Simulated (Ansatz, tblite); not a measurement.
Cost and result up the ladder for the cluster Cd₃Te₃ (6 atoms). Total charge 0; singlet. Geometry: PBE-D4/def2-SVP.

Cartesian coordinates in Å:
```
Cd 1.363 1.321 -0.098
Cd -0.150 -1.257 -0.945
Cd -0.458 -1.702 2.091
Te 2.522 -0.751 -1.369
Te -2.297 0.491 -0.846
Te -0.980 1.898 1.168
```

Ansatz on 2 threads of AMD EPYC 7R13 on a shared host; xTB runs through tblite on one thread. Times are rough, summed over both states, and most runs start from the orbitals of an earlier one. PBE0-D4/def2-TZVP serves as the yardstick here, not as an exact answer. The other state is a triplet.

In the def2 sets Cd, Te take a core potential; there is no spin–orbit coupling. The xTB rows come from tblite. The structure comes from a short search, and lower isomers may exist.

xTB has no spin-polarisation term.

```
                            level  functions  vertical triplet (eV)  difference from PBE0-D4/def2-TZVP (eV)
                         GFN2-xTB         39                   2.77                                    0.95
                         GFN1-xTB         39                   2.16                                    0.34
                PBE0-D4/def2-TZVP        270                   1.82                                    0.00
r2SCAN-D4/def2-TZVP (with forces)        270                   1.70                                   -0.12
```

Question: Estimate how long each takes.

Answer: GFN1-xTB 0.015 s; GFN2-xTB 0.041 s; r2SCAN-D4/def2-TZVP (with forces) 79 s; PBE0-D4/def2-TZVP 1.9 min. On shared hardware such times vary by a factor of up to 3.
